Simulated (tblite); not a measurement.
Isomers of C5H15NSi3. Computed with GFN2-xTB (tblite): harmonic, unscaled wavenumbers at the GFN2-xTB geometry, gas phase. This tight-binding method is rough: wavenumbers can miss measured ones by several per cent, in bad cases by 10 to 20. Modes of hydrogen on silicon can be 10 to 20 % off. One conformer each.

Electronic energies: GFN2-xTB at the same geometries; isomer energies are rough at this level and their order can be wrong.

```
                             SMILES  electronic energy, lowest = 0 (kJ/mol)
     C1CC([Si@H]2N[SiH2]C[SiH2]2)C1                                     0.0
C#C[C@@](C)([SiH2]C)N([SiH3])[SiH3]                                    89.4
     C/C=C\[Si@@H]1CC[SiH2][SiH2]N1                                    36.0
```

Q: How do GFN2-xTB zero-point energies change the relative energies?

A: 
```tsv
SMILES	ZPE (kJ/mol)	of it from modes above 1550 cm⁻¹	electronic (kJ/mol)	with ZPE, lowest = 0 (kJ/mol)	lowest mode (cm⁻¹)	rings
C1CC([Si@H]2N[SiH2]C[SiH2]2)C1	482.8	246.4	0.0	0.0	18	2
C/C=C\[Si@@H]1CC[SiH2][SiH2]N1	476.8	255.7	36.0	30.0	37	1
C#C[C@@](C)([SiH2]C)N([SiH3])[SiH3]	448.1	249.7	89.4	54.6	37	0
```

The zero-point energies span 34.7 kJ/mol, from `C#C[C@@](C)([SiH2]C)N([SiH3])[SiH3]` to `C1CC([Si@H]2N[SiH2]C[SiH2]2)C1`. The order is unchanged.
